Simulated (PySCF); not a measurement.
C₄H₆Cl₃N.
SMILES: `[H]/N=C(\C)CC(Cl)(Cl)Cl`

A PySCF run (density fitting, gas phase, GFN2-xTB geometry) gave HOMO -8.65 eV, LUMO -1.67 eV, dipole 2.54 D.

Problem. Which of these levels was it?
A. PBE0/MINI
B. PBE0/pcSseg-1
C. HSE06/pcseg-1
D. KT3/def2-SVPD

Solution. A. It is PBE0/MINI. All candidates on this geometry:

```
                                                                             level and settings                                            kind  basis functions  SCF cycles      E (Eh)  HOMO (eV)  LUMO (eV)  dipole (D)
KT3/def2-SVPD, energy threshold 1e-08 Eh, damping 0.3 at the start, DIIS from the seventh cycle                                             GGA              229          20  -1603.4019      -6.42      -2.21        2.40
                                                       HSE06/pcseg-1, energy threshold 1e-11 Eh  screened hybrid, exact exchange at short range              154          12  -1590.6342      -7.34      -1.41        2.60
                                                                                  PBE0/pcSseg-1                                   global hybrid              187          14  -1590.5765      -7.70      -0.92        2.53
                 PBE0/MINI, grid level 1, damping 0.3 at the start, DIIS from the seventh cycle                                   global hybrid               58          14  -1582.2700      -8.65      -1.67        2.54
```

The nearest other candidate, by the summed differences of HOMO and LUMO, is HSE06/pcseg-1: its HOMO differs by +1.31 eV and its LUMO by +0.26 eV. Cycle counts include a coarse-grid stage where the run had one. KT3 was designed for NMR shieldings or shifts; total energies of different functionals aren't comparable.

The values belong to the conformer `[H]/[N:3]=[C:2](\[CH3:1])[CH2:4][C:5]([Cl:6])([Cl:7])[Cl:8]`: C1–C2–C4–C5 -64°, C2–C4–C5–Cl6 77°.
